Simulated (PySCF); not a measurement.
# Energy of Mn²⁺ (manganese, charge +2) between two integer charges

The 3d alpha orbital of [Ar] 3d5 is emptied in steps (occupation f), with all orbitals relaxed, ending at [Ar] 3d4. Calculation: PySCF 2.14, in def2-TZVPPD; the non-relativistic Hamiltonian (point nucleus). The exact energy is a straight line in f; departures are measured from the line between the end points of the same method.

```json
{"f": "1", "TPSS (eV)": "0.000"}
{"f": "0.75", "TPSS (eV)": "-1.528"}
{"f": "0.5", "TPSS (eV)": "-2.059"}
{"f": "0.25", "TPSS (eV)": "-1.559"}
{"f": "0", "TPSS (eV)": "0.000"}
```

For TPSS, how does the orbital energy at f = 1 compare with the removal energy?

−ε = 25.899 eV against a total-energy difference of 33.957 eV. By Janak's theorem ε = ∂E/∂f, so the gap between them reflects the curvature. Along the path −ε is 29.816 (f = 0.75), 33.874 (f = 0.5), 38.057 (f = 0.25) eV.

Reference removal energy between the ground levels: 33.668 ± 0.012 eV (measured; NIST Atomic Spectra Database, ionization energies). The calculation has no spin-orbit coupling. The determinant left behind need not be the lowest term of the ion.
